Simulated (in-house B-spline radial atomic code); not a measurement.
BP86 excitations of As VI (As5+)

Method: BP86. Computed with a B-spline radial code for spherical atoms: linear response of the closed shell [Ar] 3d10 with the functional's adiabatic kernel; non-relativistic, point nucleus, no spin-orbit coupling, no double excitations, S, P, D and F terms only. Only terms of natural parity with L up to 3 were computed.

Without relativity these are model numbers for so heavy an element.

Command:
```bash
python run_td.py task.json out
```
Settings (radii: box in bohr, nucleus in fm):
```
Z                        33
electrons                28
configuration            [Ar] 3d10
hamiltonian              nr
method                   b88,p86
box_radius               16.35
intervals                54
```

Run time, properties included: 1.2 s on 1 thread of Arm Neoverse N1 (shared host).

The lowest states, in the order of their Tamm-Dancoff energies; the method's threshold (minus the highest occupied level) is 107.94 eV. Labels give the largest channel, * marks a mixed state, and oscillator strengths are full-response dipole values. Semilocal kernels can invert the small singlet-triplet splittings of Rydberg terms. Energies in eV:

```tsv
state	full response	Tamm-Dancoff	oscillator strength
3d → 4s 3D	39.12	39.14	-
3d → 4s 1D	39.75	39.76	-
3d → 4p 3P	51.53	51.55	-
3d → 4p 3F	?	?	-
3d → 4p 1F	52.05	52.06	-
3d → 4p 1P	53.17	53.24	0.549
3d → 4d 3S	70.00	70.03	-
3d → 4d 3D	70.70	70.71	-
3d → 4d 1D	71.23	71.24	-
3d → 5s 3D	75.66	75.66	-
3d → 5s 1D	?	?	-
3d → 4d 1S	75.25	75.82	-
3d → 5p 3P	80.05	80.06	-
3d → 5p 3F	80.08	80.08	-
3d → 5p 1F	80.20	80.20	-
3d → 5p 1P	80.50	80.52	0.0689
```

Q: Where does 3d → 5s 1D lie?

A: At 75.81 eV in full response, 75.82 eV in Tamm-Dancoff.

Q: Where does 3d → 4p 3F lie?

A: At 51.67 eV in full response, 51.68 eV in Tamm-Dancoff.

Q: How large is the singlet-triplet splitting of 3d → 4s (D terms) in Tamm-Dancoff?

A: 0.623 eV, from the unrounded values.

Q: What polarisabilities and dispersion coefficient does the method give?

A: Dipole 0.5487 bohr³, quadrupole 0.6365 bohr⁵, C6 0.9119 hartree·bohr⁶ for two such species.
